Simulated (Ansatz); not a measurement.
Cu₂Te. The state is a singlet with charge 0. Geometry B3LYP-D4/def2-TZVP, basis def2-TZVP, Ansatz.

```xyz
3

Cu    0.8686    0.0071    1.2038
Cu    0.0414    0.9909   -1.1046
Te   -0.9100   -0.9981   -0.0993
```

| run | HOMO (eV) | LUMO (eV) |
| --- | --- | --- |
| A | -5.45 | -2.56 |
| B | -5.06 | -2.88 |
| C | -6.14 | -1.85 |
| D | -5.53 | -2.44 |
| E | -4.53 | -3.38 |
| F | -4.73 | -3.20 |

In the def2 sets Te takes a core potential; there is no spin–orbit coupling. The structure comes from a short search, and lower isomers may exist.

Q: The runs used BHLYP, BLYP, PBE0, r2SCAN, r2SCAN0, r2SCANh. Estimate which is which.

A: A PBE0 (25 % exact exchange); B r2SCANh (10 % exact exchange); C BHLYP (50 % exact exchange); D r2SCAN0 (25 % exact exchange); E BLYP (0 % exact exchange); F r2SCAN (0 % exact exchange). Exact exchange lowers occupied and raises empty levels; among semilocal functionals meta-GGAs tend to open the gap a little, and such runs are hard to tell apart. The gap grows from 1.15 eV (BLYP) to 4.28 eV (BHLYP).
